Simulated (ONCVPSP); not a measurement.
# Logarithmic derivatives: silicon (Si), ONCV

silicon, optimised norm-conserving Vanderbilt (ONCV), made with ONCVPSP 4.0.1 (PBE, scalar-relativistic). Core [He], reference 2s2 2p6 3s2 3p1 (charge +1). Waves: 2s+3s: rc 1.05 bohr, ncon 4, nbas 8, qcut 13.8 1/bohr, 2 projectors; 2p+3p: rc 0.85 bohr, ncon 5, nbas 9, qcut 13.4 1/bohr, 3 projectors, debl 1.5 Ha. Local part: polynomial inside 0.60 bohr (lpopt 2, dvloc0 4 Ha). Core correction: polynomial model core, fcfact 0.35.

The phase is arctan(r·R′/R) of the radial function R(r), unwrapped; energies in Ha, scanned from -7 to 5 Ha. A pole is an energy at which the radial function vanishes at the test radius. The pseudo phase is shifted by a multiple of π to meet the all-electron one at the reference energy, and phase errors are pseudo minus all-electron; the curves can meet again beyond the range given. Levels narrower than the energy grid can be missing from the lists of poles.

```json
{"channel": "s", "radius (bohr)": "1.06", "reference energy (Ha)": "-0.70", "poles, all-electron": "-4.81", "poles, pseudo": "-4.81", "unbroken range about the reference energy with phases within 0.05 rad": "the whole range", "phase error 1 Ha above the reference energy (rad)": "+0.000"}
{"channel": "p", "radius (bohr)": "0.86", "reference energy (Ha)": "-0.43", "poles, all-electron": "-2.28", "poles, pseudo": "-2.28", "unbroken range about the reference energy with phases within 0.05 rad": "the whole range", "phase error 1 Ha above the reference energy (rad)": "+0.000"}
```

Phases in the s channel:

```
E (Ha)  all-electron  pseudo
 -6.96         0.663   0.663
 -6.32        -0.170  -0.169
 -5.68        -1.155  -1.155
 -5.04        -1.504  -1.504
 -4.40        -1.659  -1.659
 -3.76        -1.756  -1.756
 -3.12        -1.833  -1.834
 -2.48        -1.908  -1.908
 -1.84        -1.990  -1.990
 -1.20        -2.090  -2.090
 -0.56        -2.223  -2.223
  0.08        -2.412  -2.412
  0.72        -2.690  -2.690
  1.36        -3.073  -3.073
  2.00        -3.490  -3.491
  2.64        -3.830  -3.831
  3.28        -4.063  -4.064
  3.92        -4.219  -4.221
  4.56        -4.327  -4.329
```
